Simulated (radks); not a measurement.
Values are calculated unless marked as measured or tabulated.
Initial-state core-level shifts of the niobium ion Nb+ when its valence configuration changes from [Kr] 4d4. Code: a radial shooting solver on a logarithmic mesh with Libxc functionals. Model: scalar-relativistic Kohn-Sham, LDA (Slater exchange, Perdew-Wang correlation), spin-polarised, spherical densities, finite nucleus; open shells are filled with parallel spins first (spin-orbit coupling, left out, can overturn this in heavy ions); Fermi nuclear charge, rms radius 4.324 fm. Shifts are changes of the shell-averaged eigenvalues in eV (positive: less bound); the change of the density at the nucleus, which sets a Mossbauer isomer shift, is in e/bohr^3, on a base of 8.368e+04.

valence	1s	2p	3s	4p	density at nucleus
4d3 5p1	-4.337	-4.529	-4.491	-4.070	+1.560
4d3.5 5s0.5	-1.525	-1.627	-1.604	-1.421	+7.394
4d2 5s1 5p1	-7.917	-8.372	-8.239	-7.230	+19.306
4d3.5 5p0.5	-2.121	-2.210	-2.197	-2.010	+0.696
4d3 5s1	-3.152	-3.365	-3.312	-2.910	+15.483
4d2 5s2	-6.873	-7.323	-7.178	-6.231	+32.782
4d2 5s0.5 5p1.5	-8.496	-8.946	-8.820	-7.787	+11.651
4d3 5s0.5 5p0.5	-3.750	-3.952	-3.907	-3.495	+8.584
